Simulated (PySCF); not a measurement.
A calculated (LDA, PySCF 2.14, aug-cc-pVTZ-DK, scalar relativity by spin-free X2C-1e) atom or ion has these occupied shells.

```json
{"shell": "1s α", "electrons": "1", "orbital energy (eV)": "-14130.0", "rms radius, mean of both spins (bohr)": "0.0478"}
{"shell": "1s β", "electrons": "1", "orbital energy (eV)": "-14129.9", "rms radius, mean of both spins (bohr)": "0.0478"}
{"shell": "2s α", "electrons": "1", "orbital energy (eV)": "-1873.4", "rms radius, mean of both spins (bohr)": "0.199"}
{"shell": "2s β", "electrons": "1", "orbital energy (eV)": "-1873.4", "rms radius, mean of both spins (bohr)": "0.199"}
{"shell": "2p α", "electrons": "3", "orbital energy (eV)": "-1660.1", "rms radius, mean of both spins (bohr)": "0.177"}
{"shell": "2p β", "electrons": "3", "orbital energy (eV)": "-1660.0", "rms radius, mean of both spins (bohr)": "0.177"}
{"shell": "3s α", "electrons": "1", "orbital energy (eV)": "-275.07", "rms radius, mean of both spins (bohr)": "0.570"}
{"shell": "3s β", "electrons": "1", "orbital energy (eV)": "-274.96", "rms radius, mean of both spins (bohr)": "0.570"}
{"shell": "3p α", "electrons": "3", "orbital energy (eV)": "-207.05", "rms radius, mean of both spins (bohr)": "0.585"}
{"shell": "3p β", "electrons": "3", "orbital energy (eV)": "-206.92", "rms radius, mean of both spins (bohr)": "0.585"}
{"shell": "3d α", "electrons": "5", "orbital energy (eV)": "-94.024", "rms radius, mean of both spins (bohr)": "0.617"}
{"shell": "3d β", "electrons": "5", "orbital energy (eV)": "-93.870", "rms radius, mean of both spins (bohr)": "0.617"}
{"shell": "4s α", "electrons": "1", "orbital energy (eV)": "-34.547", "rms radius, mean of both spins (bohr)": "1.64"}
{"shell": "4s β", "electrons": "1", "orbital energy (eV)": "-33.660", "rms radius, mean of both spins (bohr)": "1.64"}
{"shell": "4p α", "electrons": "3", "orbital energy (eV)": "-20.068", "rms radius, mean of both spins (bohr)": "1.97"}
{"shell": "4p β", "electrons": "2", "orbital energy (eV)": "-19.164", "rms radius, mean of both spins (bohr)": "1.97"}
```

(1) Name the element and its charge.

Results:

(1) Kr⁺ (krypton, charge +1), in [Ar] 3d10 4s2 4p5, 2P determinant.
